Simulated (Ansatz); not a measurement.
Isolated molecules relaxed with PBE0-D4/def2-TZVP in Ansatz; ΔE leaves out vibrations. CCSD(T)/CBS adds triple-zeta CCSD(T) − MP2 to the extrapolated MP2 energy (def2 sets, frozen cores). DFT in def2-TZVPP. For Ge outer-core shells are correlated without core-valence functions, which leaves a few kJ/mol of doubt a bond. Scalar relativity is left out up to krypton. Each species was taken in one conformer, which may not be the lowest.

`[F][GeH]([SH])[Cl]` + `[SiH3]S[CH2][GeH3]` → `[F][GeH]([Cl])[GeH3]` + `[SiH3]SCS`  (redistribution)

```
        level  ΔE (eV)
    revPBE-D4     0.44
 CAM-B3LYP-D4     0.51
      ωB97X-V     0.54
     PBE-QIDH     0.59
       revPBE     0.46
         BLYP     0.45
      r2SCANh     0.55
MP2/CBS(def2)     0.62
```

(1) What does CCSD(T)/CBS give? (Estimate.)

(2) What do rigid-rotor, harmonic-oscillator terms from PBE0-D4/def2-TZVP frequencies (298.15 K, 1 bar) make of the CCSD(T)/CBS value? (Estimate.)

Largest T1 diagnostic among the species: 0.012.

## Answers

(1) Ansatz gave: +0.57 eV. The listed levels differ from it by -0.13, -0.06, -0.03, 0.02, -0.11, -0.12, -0.02, 0.05 eV.

(2) Ansatz gave: ΔZPE = +0.02 eV, ΔH = +0.59 eV, ΔS = -6 J/(mol·K), ΔG = +0.61 eV. Modes under 50 cm⁻¹ make the entropy rough.

From PBE to PBE0 (25 % exact exchange), in def2-TZVPP and without D4, ΔE moves by +0.06 eV. Leaving LDA and LC-ωPBE aside and taking each functional with its dispersion term where it has one, the values, not all of them listed here, spread over 0.16 eV, from BLYP-D4 to B97M-V.
